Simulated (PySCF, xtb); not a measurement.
C6H3B, SMILES C#CB(C#C)C#C.

GFN2-xTB in xtb at its own geometry gives an orbital gap of 3.30 eV and a dipole moment of 0.00 D.

Geometry optimised at PBE0-D3(BJ)/def2-SVP.

Problem. What does ωB97X/def2-TZVP (PySCF) give? (The exact figures need the calculation; the answer reports its results.)

Solution. gap 9.59 eV (levels -10.43 and -0.85 eV), dipole 0.00 D.
